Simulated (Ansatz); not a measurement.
C3H6IN (`C=C(I)NC`). The species carries charge 0 and has multiplicity 1. I takes the def2 core potential. The geometry is a stationary point of PBE0-D4/def2-TZVP. It is one conformer, not always the lowest.

```xyz
11

C    -0.524   -1.510    0.119
C    -0.896   -0.305   -0.310
I    -2.826   -0.023   -1.087
N    -0.135    0.830   -0.369
C     1.171    0.831    0.236
H     0.462   -1.664    0.543
H    -1.183   -2.360    0.046
H    -0.645    1.696   -0.332
H     1.613    1.820    0.118
H     1.817    0.107   -0.269
H     1.145    0.578    1.305
```

What is the dipole moment at PBE/def2-TZVPP? (Best estimate.)

Computed: 2.24 D, with components (1.60, 1.38, 0.77) D in this frame, pointing from negative to positive charge.

And with r2SCAN, B3LYP, ωB97M-V? (Estimate.)

Computed: r2SCAN 2.33 D, B3LYP 2.18 D, ωB97M-V 2.13 D.

Give the Mulliken charges with PBE, ωB97M-V, B3LYP in def2-TZVPP. (Estimate.)

Ansatz gave: 
| atom | PBE | ωB97M-V | B3LYP |
| --- | --- | --- | --- |
| C1 | -0.33 | -0.31 | -0.34 |
| C2 | 0.13 | 0.10 | 0.13 |
| I3 | -0.07 | -0.01 | -0.04 |
| N4 | -0.18 | -0.21 | -0.22 |
| C5 | -0.19 | -0.27 | -0.18 |
| H6 | 0.08 | 0.09 | 0.09 |
| H7 | 0.10 | 0.10 | 0.11 |
| H8 | 0.15 | 0.12 | 0.14 |
| H9 | 0.10 | 0.11 | 0.10 |
| H10 | 0.10 | 0.13 | 0.11 |
| H11 | 0.10 | 0.13 | 0.10 |

B3LYP here is the variant with VWN-RPA as its local correlation; programs differ in this.
